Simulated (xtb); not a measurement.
xtb input (GFN2-xTB):

```bash
xtb mol.xyz --gfn 2 --ohess tight --chrg 0 --uhf 0
```
mol.xyz:
```
12

C      2.74754965    -1.02080785     0.22132340
O      1.46877918    -1.54412457     0.00187525
Ga    -0.05201796    -0.57489180    -0.06273360
Br     0.06280811     1.69912500     0.22025797
O     -1.54782475    -1.42559534    -0.40011530
C     -2.82209082    -0.78978340    -0.48410613
H      3.41875069    -1.25267335    -0.60999090
H      3.14577976    -1.50804335     1.12943727
H      2.71881635     0.04547047     0.41561331
H     -2.78446972     0.24414042    -0.33088257
H     -3.22777236    -0.92841664    -1.52385131
H     -3.48106633    -1.19962128     0.24963261
```

End of the output:

```
           -------------------------------------------------
          | TOTAL ENERGY              -20.854423392531 Eh   |
          | TOTAL ENTHALPY            -20.763100049568 Eh   |
          | TOTAL FREE ENERGY         -20.812083090069 Eh   |
          | GRADIENT NORM               0.000078937703 Eh/α |
          | HOMO-LUMO GAP               3.543131813695 eV   |
           -------------------------------------------------

------------------------------------------------------------------------
------------------------------------------------------------------------
Note: The following floating-point exceptions are signalling: IEEE_INVALID_FLAG IEEE_UNDERFLOW_FLAG IEEE_DENORMAL
normal termination of xtb
 total:
 SCF:
 ANC optimizer:
 analytical hessian:
```
